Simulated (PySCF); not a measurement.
Species: C7H13NP (charge +1).
Atom-mapped SMILES: `[CH2:1]=[CH:2][CH2:3][P@@H+:4]([CH3:5])[CH2:6][CH2:7][C:8]#[N:9]` (hydrogens: H10, H11 on C1; H12 on C2; H13, H14 on C3; H15 on P4; H16, H17, H18 on C5; H19, H20 on C6; H21, H22 on C7)

Theory: PBE0-D3(BJ)/def2-SVP geometry optimisation, gas phase in PySCF.

(1) Give the optimised bond lengths and angles.

## Answers

(1) 
```json
{"bond": "C1=C2", "length (Å)": "1.334"}
{"bond": "C2–C3", "length (Å)": "1.501"}
{"bond": "C3–P4", "length (Å)": "1.816"}
{"bond": "P4–C5", "length (Å)": "1.797"}
{"bond": "P4–C6", "length (Å)": "1.817"}
{"bond": "C6–C7", "length (Å)": "1.535"}
{"bond": "C7–C8", "length (Å)": "1.458"}
{"bond": "C8≡N9", "length (Å)": "1.157"}
{"bond": "C1–H10", "length (Å)": "1.095"}
{"bond": "C1–H11", "length (Å)": "1.093"}
{"bond": "C2–H12", "length (Å)": "1.096"}
{"bond": "C3–H13", "length (Å)": "1.103"}
{"bond": "C3–H14", "length (Å)": "1.104"}
{"bond": "P4–H15", "length (Å)": "1.411"}
{"bond": "C5–H16, C5–H17, C5–H18", "length (Å)": "1.100"}
{"bond": "C6–H19", "length (Å)": "1.102"}
{"bond": "C6–H20", "length (Å)": "1.102"}
{"bond": "C7–H21", "length (Å)": "1.102"}
{"bond": "C7–H22", "length (Å)": "1.101"}
```

Bonds in one row agree within 0.01 Å and their mean is given. A selection of angles:
```json
{"angle": "C1–C2–C3", "degrees": "123.9"}
{"angle": "C2–C3–P4", "degrees": "111.2"}
{"angle": "C3–P4–C5", "degrees": "112.5"}
{"angle": "C3–P4–C6", "degrees": "109.3"}
{"angle": "C5–P4–C6", "degrees": "111.7"}
{"angle": "P4–C6–C7", "degrees": "114.6"}
{"angle": "C6–C7–C8", "degrees": "111.3"}
{"angle": "C7–C8–N9", "degrees": "174.0"}
```

Torsions: C1–C2–C3–P4 109° (anticlinal); C2–C3–P4–C5 175° (antiperiplanar); C3–P4–C6–C7 -178° (antiperiplanar); P4–C6–C7–C8 -46° (synclinal).

C2 (alkene CH carbon) is planar (angles 123.9°, 119.8° and 116.3°, sum 360.0°, 0.01 Å off the plane of its three neighbours). The C–P distances run from 1.797 Å (P4–C5, drawn single) to 1.817 Å (P4–C6, drawn single), a spread of 0.020 Å. P4 (phosphonium phosphorus) is tetrahedral (angles from 107.2° to 112.5°). The C–C distances run from 1.334 Å (C1=C2, drawn double) to 1.535 Å (C6–C7, drawn single), a spread of 0.201 Å. C1 (terminal =CH2 carbon) is planar (angles 122.1°, 120.9° and 117.0°, sum 360.0°, 0.01 Å off the plane of its three neighbours). Of the pairs four or more bonds apart, C8···H15 is among the closest relative to their van der Waals radii: 2.83 Å, 97 % of the sum of Bondi's values.

Point group: C1 (no symmetry element, even within 0.4 Å). Whether it is a minimum is left open (no frequencies).

One conformer stands for the species.
